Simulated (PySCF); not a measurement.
**Nonlinear optical response: `[SiH3]c1ccc(Cl)s1`, C₄H₅ClSSi**

Molfile (atoms numbered from 1):
```
C4H5ClSSi
     RDKit          3D

 12 12  0  0  0  0  0  0  0  0999 V2000
   -1.6962    0.8102   -0.1802 Si  0  0  0  0  0  4  0  0  0  0  0  0
    0.1644    0.6607   -0.1324 C   0  0  0  0  0  0  0  0  0  0  0  0
    0.9001   -0.4592    0.1966 C   0  0  0  0  0  0  0  0  0  0  0  0
    2.3060   -0.2680    0.1420 C   0  0  0  0  0  0  0  0  0  0  0  0
    2.6243    1.0122   -0.2333 C   0  0  0  0  0  0  0  0  0  0  0  0
    4.1894    1.6725   -0.4234 Cl  0  0  0  0  0  0  0  0  0  0  0  0
    1.2215    1.9745   -0.5167 S   0  0  0  0  0  0  0  0  0  0  0  0
   -2.1741    1.1722   -1.5485 H   0  0  0  0  0  0  0  0  0  0  0  0
   -2.2492   -0.5195    0.2113 H   0  0  0  0  0  0  0  0  0  0  0  0
   -2.1787    1.8565    0.7706 H   0  0  0  0  0  0  0  0  0  0  0  0
    0.4355   -1.4073    0.4744 H   0  0  0  0  0  0  0  0  0  0  0  0
    3.0550   -1.0272    0.3658 H   0  0  0  0  0  0  0  0  0  0  0  0
  1  2  1  0
  2  3  2  0
  3  4  1  0
  4  5  2  0
  5  6  1  0
  5  7  1  0
  7  2  1  0
  1  8  1  0
  1  9  1  0
  1 10  1  0
  3 11  1  0
  4 12  1  0
M  END
```

Computed, not measured: PySCF, quadratic response wB97X/STO-3G first hyperpolarisability, Taylor convention, gas phase. Geometry: PBE0-D3(BJ)/def2-SVP.

Give β for the processes computed.

In 10⁻³⁰ esu, Taylor convention; the vector part is βᵢ = ⅓ Σⱼ (βᵢⱼⱼ + βⱼᵢⱼ + βⱼⱼᵢ); β∥ is 3/5 of the vector part along the dipole, the dipole points from − to +:
| process | λ (nm) | β vector norm | β∥ | β HRS | depolarisation ratio |
| --- | --- | --- | --- | --- | --- |
| static β(0;0,0) | ∞ | 1.26 | -0.71 | 0.52 | 4.96 |
| second harmonic β(−2ω;ω,ω) | 1064 | 1.37 | -0.78 | 0.57 | 4.85 |
| Pockels β(−ω;ω,0) | 1064 | 1.29 | -0.73 | – | – |

Which lowest excitations, dipole and polarisabilities go with it?

S1 6.86 eV (f = 0.279); S2 7.08 eV (f = 0.090); S3 8.30 eV (f = 0.005); dipole 2.26 D; isotropic α 45.8 au static, 46.2 au at 1064 nm, 47.5 au at 532 nm.
